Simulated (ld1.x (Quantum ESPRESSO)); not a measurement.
# Plane-wave convergence, PAW potential for hafnium

```json
{"Element": "hafnium (Hf)", "Generator": "ld1.x (Quantum ESPRESSO) 7.5", "Type": "PAW", "Functional": "LDA (PZ)", "Relativity": "scalar-relativistic", "Frozen core": "[Kr] 4d10 4f14 5s2", "Valence charge": "10", "Reference configuration": "5p6 5d2 6s2 6p0", "Partial waves": "6s (bound): rcut 2.20, rcutus 2.80 bohr; 6s channel at 1.65 Ry: rcut 2.20, rcutus 2.80 bohr; 5p (bound): rcut 1.95, rcutus 2.55 bohr; 6p (bound, empty): rcut 1.95, rcutus 2.55 bohr; 5d (bound): rcut 2.35, rcutus 3.15 bohr; 5d channel at 0.15 Ry: rcut 2.35, rcutus 3.15 bohr", "Local potential": "all-electron potential smoothed inside 3.15 bohr (lloc = -1)", "Core correction": "a·sin(br)/r model core, default radius (core density twice the valence density)", "Augmentation charge": "PSQ, inside the norm-conserving radii"}
```

The pseudo-atom Hamiltonian at the reference potential is diagonalised in spherical Bessel functions j_l(qr) that vanish at 20 bohr, with q² up to the cutoff. All-electron valence levels (Ry): 6s -0.3872, 5p -2.6246, 6p -0.1080, 5d -0.2111.

**Question.** How do the lowest levels (Ry) of each channel move with the cutoff, and are there ghosts?

**Answer.**

```json
{"cutoff (Ry)": "8", "s #1": "-0.3874", "s #2": "0.0004", "p #1": "-2.6092", "p #2": "-0.0647", "p #3": "0.0589", "d #1": "-0.2084", "f #1": "0.1051", "Σ f·Δε (mRy)": "98.8"}
{"cutoff (Ry)": "10", "s #1": "-0.3875", "s #2": "0.0004", "p #1": "-2.6205", "p #2": "-0.0693", "p #3": "0.0574", "d #1": "-0.2110", "f #1": "0.1051", "Σ f·Δε (mRy)": "25.6"}
{"cutoff (Ry)": "15", "s #1": "-0.3875", "s #2": "0.0004", "p #1": "-2.6243", "p #2": "-0.0928", "p #3": "0.0509", "d #1": "-0.2112", "f #1": "0.1051", "Σ f·Δε (mRy)": "2.4"}
{"cutoff (Ry)": "18", "s #1": "-0.3876", "s #2": "0.0004", "p #1": "-2.6244", "p #2": "-0.1040", "p #3": "0.0483", "d #1": "-0.2113", "f #1": "0.1051", "Σ f·Δε (mRy)": "1.4"}
{"cutoff (Ry)": "25", "s #1": "-0.3876", "s #2": "0.0004", "p #1": "-2.6246", "p #2": "-0.1075", "p #3": "0.0474", "d #1": "-0.2113", "f #1": "0.1051", "Σ f·Δε (mRy)": "0.3"}
{"cutoff (Ry)": "30", "s #1": "-0.3876", "s #2": "0.0004", "p #1": "-2.6246", "p #2": "-0.1080", "p #3": "0.0474", "d #1": "-0.2113", "f #1": "0.1051", "Σ f·Δε (mRy)": "0.2"}
{"cutoff (Ry)": "400", "s #1": "-0.3876", "s #2": "0.0004", "p #1": "-2.6246", "p #2": "-0.1082", "p #3": "0.0473", "d #1": "-0.2113", "f #1": "0.1051", "Σ f·Δε (mRy)": "0.0"}
```

Result: no extra level below or beside the all-electron valence levels (s, p, d, f tested); 10 mRy is reached at 12 Ry and 1 mRy at 21 Ry.

The cutoffs count occupied waves only; the empty 6p level needs 18 Ry at the loose tolerance. Test run stopped at test 4 of 9 (negative rho), 2 before it not solved.
